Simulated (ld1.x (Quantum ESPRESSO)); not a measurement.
**Building the TM potential for tin (Sn) (LDA (PZ), scalar-relativistic).**

| Item | Value |
| --- | --- |
| Element | tin (Sn) |
| Generator | ld1.x (Quantum ESPRESSO) 7.5 |
| Type | norm-conserving Troullier–Martins (Kleinman–Bylander form) |
| Functional | LDA (PZ) |
| Relativity | scalar-relativistic |
| Frozen core | [Kr] 4d10 |
| Valence charge | 4 |
| Reference configuration | 5s2 5p0.5 (charge +1.5) |
| Partial waves | 5s (bound): rc 1.55 bohr; 5p (bound): rc 2.10 bohr |
| Local potential | the p channel |
| Core correction | a·sin(br)/r model core inside 1.18 bohr |

All-electron outer shells of the reference configuration (LDA (PZ), scalar-relativistic, ld1.x):

```json
{"shell": "5s", "level (eV)": "-22.25", "outermost node (bohr)": "0.98", "outermost maximum (bohr)": "1.97"}
{"shell": "5p", "level (eV)": "-14.24", "outermost node (bohr)": "1.08", "outermost maximum (bohr)": "2.34"}
```

Does the generator finish with these settings?

Yes, a potential is produced and its reference levels are reproduced.

Estimate the cutoffs (Ry, on a coarse ladder) from which the occupation-weighted sum of valence levels, in a spherical-Bessel basis at the reference potential, stays within 10 and 1 mRy of its value at 400 Ry.

45 Ry and 100 Ry.

Does the potential have ghost states?

No extra level below or beside the all-electron valence levels (s, p, d, f tested).

Which valence shell sets the plane-wave cutoff?

5s: its level needs 90 Ry to come within 1 mRy, against 21 Ry for 5p.

Tests: 5s2 5p2; 5s2 5p1; 5s2 5p0; 5s1 5p2; 5s1 5p0; 5s2 5p2.3; 5s2 5p1.5. Which has the largest error in its energy relative to the reference configuration, and how large is it?

5s1 5p0, with -166 meV (all-electron minus pseudo) on +39.53 eV.
